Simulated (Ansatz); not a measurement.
Reaction (redistribution): `C[CH2][AlH][SiH3]` + `CS[SiH2]O[SiH3]` → `C[CH2][AlH][O][SiH3]` + `CS[SiH2][SiH3]`

Program: Ansatz. Geometries: PBE0-D4/def2-TZVP. ΔE: electronic, gas phase. CCSD(T)/CBS is the MP2 limit (def2-TZVPP, def2-QZVPP) plus CCSD(T) − MP2 in def2-TZVPP, frozen cores. Functionals use def2-TZVPP. Each species was taken in one conformer, which may not be the lowest.

`C[CH2][AlH][SiH3]`:

```xyz
13

C     1.454    0.201    1.043
C     0.677    1.331    0.371
Al   -0.875    0.809   -0.708
Si   -1.456   -1.575   -0.920
H     0.822   -0.373    1.727
H     2.304    0.570    1.624
H     1.848   -0.509    0.310
H     0.325    2.054    1.120
H     1.340    1.920   -0.279
H    -1.739    1.935   -1.433
H    -0.318   -2.351   -1.497
H    -2.647   -1.839   -1.777
H    -1.736   -2.174    0.419
```

`CS[SiH2]O[SiH3]`:

Cartesian coordinates in Å:
```
C -0.640 -1.888 0.911
S -0.275 -1.683 -0.858
Si 1.311 -0.285 -0.740
O 0.822 1.178 -0.195
Si -0.507 2.140 -0.246
H -1.377 -2.685 0.991
H 0.256 -2.177 1.462
H -1.059 -0.975 1.333
H 1.839 -0.178 -2.121
H 2.343 -0.761 0.213
H -1.616 1.521 0.528
H -0.952 2.354 -1.647
H -0.143 3.439 0.368
```

`C[CH2][AlH][O][SiH3]`:

```xyz
14

C    -0.027   -0.049    1.892
C     0.643   -1.233    1.195
Al    0.655   -1.188   -0.756
O    -0.038    0.127   -1.558
Si   -0.764    1.512   -1.986
H     0.006   -0.142    2.982
H    -1.078    0.045    1.607
H     0.453    0.898    1.632
H     0.171   -2.176    1.502
H     1.684   -1.334    1.529
H     1.282   -2.324   -1.664
H    -1.055    2.351   -0.790
H    -2.046    1.223   -2.683
H     0.115    2.289   -2.901
```

`CS[SiH2][SiH3]`:

Cartesian coordinates in Å:
```
C -1.326 -1.457 -1.655
S -1.417 -0.307 -0.252
Si 0.654 0.085 0.045
Si 0.825 1.573 1.840
H -0.770 -2.355 -1.387
H -0.868 -0.980 -2.521
H -2.350 -1.734 -1.903
H 1.389 -1.181 0.332
H 1.257 0.669 -1.188
H 0.100 2.834 1.534
H 0.248 0.965 3.068
H 2.258 1.889 2.087
```

| level | ΔE (kcal/mol) | difference from CCSD(T)/CBS |
| --- | --- | --- |
| PBE0-D4 | -10.9 | 0.2 |
| ωB97M-V | -11.3 | -0.2 |
| PBE | -11.6 | -0.5 |
| PBE0 | -11.4 | -0.3 |
| HF/def2-TZVPP | -11.0 | 0.1 |
| MP2/def2-TZVPP | -11.8 | -0.7 |
| CCSD/def2-TZVPP | -11.1 | 0.0 |
| SCS-MP2/def2-QZVPP | -11.7 | -0.6 |
| MP2/CBS(def2) | -11.9 | -0.8 |
| CCSD/CBS(def2) | -11.2 | -0.1 |
| CCSD(T)/CBS | -11.1 | 0 |

Largest T1 diagnostic among the species: 0.012.

The D4 term adds +0.8 kcal/mol with B3LYP and +0.5 kcal/mol with PBE0; it sums over pairs of atoms, weighted by their polarisabilities, and B3LYP, whose exchange is more repulsive, gets the larger term.

B3LYP here is the variant with VWN-RPA as its local correlation; programs differ in this.
